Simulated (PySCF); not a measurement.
## Gallium: a sound run and one with changed settings

Sound run: Ga [Ar] 3d10 4s2 4p1, Ga⁺ [Ar] 3d10 4s2. All numbers are calculated (PySCF 2.14, no relativity, point nucleus, in def2-SVP (5s4p3d, 32 functions)). In the sound run the correlated levels freeze [Ar] 3d10. The sound run starts from symmetry-adapted Hartree-Fock orbitals and uses a fine grid where one is needed.

Changed run: a valence shell is frozen. This setting is unsound on purpose.

Ionisation energy of Ga:

```
 method  sound run (eV)  changed run (eV)
    UHF           5.550             5.550
    MP2           5.683             5.550
SCS-MP2           5.662             5.550
   CCSD           5.738             5.550
CCSD(T)           5.753             5.550
  CCSDT             n/a             5.550
    FCI             n/a             5.550
```

Freezing a valence shell removes pair correlation that changes on ionisation.

For comparison, NIST gives 5.999 eV between the lowest levels.
